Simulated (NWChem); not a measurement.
ZrO2; SMILES [O]=[Zr]=[O]

Computed with NWChem. Geometry: optimised at PBE0/def2-SVP. def2 effective core potentials on Zr; no spin-orbit coupling. Level BLYP/def2-TZVP: energy and gradient; each run changes one setting, and changes count from the defaults (medium grid, exact Coulomb integrals, symmetry on).

```tsv
setting	size of the energy change (μHa)	largest change of a gradient component (μHa/bohr)	time, defaults = 1 (rough)
defaults	< 10	< 30	about 1
extra-fine grid	< 10	40	2
coarse grid	30	200	about 1
Coulomb fitting, Weigend set	60	60	0.3
Becke weights	20	100	about 1
```
